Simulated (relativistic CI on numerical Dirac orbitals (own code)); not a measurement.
# Cr⁴⁺ (3d2) in a crystal field

Calculated by Dirac-Coulomb-Breit CI, separate exchange-only KLI orbitals for each configuration, model QED (radiative potential, 1s self-energy scaled to tabulated hydrogen-like ionisation energies), valence Slater integrals scaled by 0.7, one configuration in a parametric crystal field (own radial code).

Field parameters in Wybourne normalisation: Td as Oh with Dq negative (B⁴₀ = 21Dq, B⁴₄ = √(5/14) B⁴₀). The field is a parameter set, without covalency.

S and J are read from ⟨S²⟩ = S(S + 1) and ⟨J²⟩ = J(J + 1) of each level; they are not fictitious spins.

Td, 10Dq = -2200 cm⁻¹, the lowest 16 levels:

```tsv
E (cm⁻¹)	Degeneracy	Irrep	S	J
0.0	3	T2	1.00	2.96
2144	1	A2	1.00	3.00
2181	2	E	1.00	2.79
2235	3	T2	1.00	3.23
2325	3	T1	1.00	3.26
3815	3	T2	1.00	3.08
3916	2	E	1.00	3.46
4259	3	T1	1.00	3.78
4437	1	A1	1.00	3.99
12343	2	E	0.03	2.21
13998	3	T2	0.09	2.07
15695	1	A1	1.00	0.11
15869	3	T1	1.00	1.03
16178	2	E	0.99	2.01
16237	3	T2	0.97	2.01
18816	1	A1	0.00	3.99
```

Td, 10Dq = -4000 cm⁻¹, the lowest 10 levels:

| E (cm⁻¹) | Degeneracy | Irrep | S | J |
| --- | --- | --- | --- | --- |
| 0.0 | 3 | T2 | 1.00 | 3.10 |
| 3903 | 1 | A2 | 1.00 | 3.00 |
| 3983 | 3 | T2 | 1.00 | 3.20 |
| 4014 | 2 | E | 1.00 | 3.06 |
| 4103 | 3 | T1 | 1.00 | 3.32 |
| 6827 | 3 | T2 | 1.00 | 2.96 |
| 6872 | 2 | E | 1.00 | 3.20 |
| 7267 | 3 | T1 | 1.00 | 3.70 |
| 7456 | 1 | A1 | 1.00 | 3.95 |
| 12773 | 2 | E | 0.02 | 2.42 |

Td, 10Dq = -5800 cm⁻¹, the lowest 10 levels:

| E (cm⁻¹) | Degeneracy | Irrep | S | J |
| --- | --- | --- | --- | --- |
| 0.0 | 3 | T2 | 1.00 | 3.16 |
| 5688 | 1 | A2 | 1.00 | 3.00 |
| 5762 | 3 | T2 | 1.00 | 3.18 |
| 5823 | 2 | E | 1.00 | 3.16 |
| 5895 | 3 | T1 | 1.00 | 3.34 |
| 9759 | 3 | T2 | 1.00 | 2.90 |
| 9769 | 2 | E | 0.99 | 3.08 |
| 10180 | 3 | T1 | 1.00 | 3.62 |
| 10362 | 1 | A1 | 1.00 | 3.87 |
| 13022 | 2 | E | 0.03 | 2.55 |

The free-ion ground term has S = 1. Every field shown keeps that spin.

Levels of this model without a field, named by their leading LS term (the scale mimics covalency, so terms lie below those of the real free ion): 3F_2 0, 3F_3 486, 3F_4 1090, 1D_2 11595, 3P_0 13528, 3P_1 13704, 3P_2 14062, 1G_4 17772 cm⁻¹.
